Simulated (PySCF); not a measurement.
These compounds are isomers of formula C$_{3}$H$_{7}$ClO$_{3}$Si.

A. `Cl[Si]1(C)OCOCO1`
B. `O[Si@H]1OC[C@@H](Cl)CO1`
C. `O=C(O)[SiH2]OCCCl`
D. SMILES O[Si@H]1OC[C@H](Cl)CO1

Spectrum 1. 1H NMR (400 MHz, computed): δ 5.55 (m, 2H), 5.44 (m, 2H), 0.43 (s, 3H). 13C{1H} NMR (computed): δ 95.3 (CH2), 5.8 (CH3).

Spectrum 2. 1H NMR (400 MHz, computed): δ 4.38 (m, 2H), 4.19 (s, 1H), 4.03 (m, 2H), 3.83 (m, 1H), 2.28 (br s, 1H). 13C{1H} NMR (computed): δ 72.0 (CH2), 57.4 (CH).

Spectrum 3. 1H NMR (400 MHz, computed): δ 4.56 (m, 2H), 4.38 (m, 2H), 4.16 (s, 1H), 3.73 (m, 1H), 2.64 (br s, 1H). 13C{1H} NMR (computed): δ 71.3 (CH2), 64.7 (CH).

Spectrum 4. 1H NMR (400 MHz, computed): δ 6.77 (br s, 1H), 5.24 (s, 2H), 4.70 (t, 2H), 3.81 (t, 2H). 13C{1H} NMR (computed): δ 188.5 (C), 67.0 (CH2), 55.4 (CH2).

Calculated, not measured (PySCF 2.14): coordinates at the GFN2-xTB level, shielding tensors at PBE0/pcSseg-1 (GIAO). No relativistic terms, single conformer, one averaged value for each set of equivalent atoms, in vacuum.

References, each an isolated molecule treated in the same way: 1H and 13C vs TMS. Where no couplings were computed, multiplicities follow the n + 1 count of equivalent neighbours, and m marks all less simple cases (inequivalent or close neighbours, rings, F or P nearby). Acid and N–H amide carbonyl carbons lie up to 10 ppm further downfield in solution (hydrogen bonding). Shifts are as computed. Against solution values, carbons near 30 ppm lie about +3 ppm off and those near 130 ppm about +5 ppm; carbons on Cl a further +6 ppm. Of 1309 compounds with measured shifts, 239 miss one by over three times the rms of a fit or turn the order of signals round; such compounds aren't used in these exercises. Carbons bonded to Cl come out too deshielded. OH and NH positions are gas-phase values without hydrogen bonding to other molecules.

Task: Which spectrum belongs to which compound?

Result: 1–A, 2–D, 3–B, 4–C.

- Spectrum 1 (A): 2 13C signals; δC 95.3 is an sp3 carbon bearing two oxygens; δC 5.8 is a methyl carbon bonded to Si.
- Spectrum 2 (D): 2 13C signals; δC 72.0 is an sp3 CH2 bonded to O; δC 57.4 is an sp3 CH bonded to Cl.
- Spectrum 3 (B): 2 13C signals; δC 71.3 is an sp3 CH2 bonded to O; δC 64.7 is an sp3 CH bonded to Cl.
- Spectrum 4 (C): 3 13C signals; δC 67.0 is an sp3 CH2 bonded to O; δC 55.4 is an sp3 CH2 bonded to Cl.
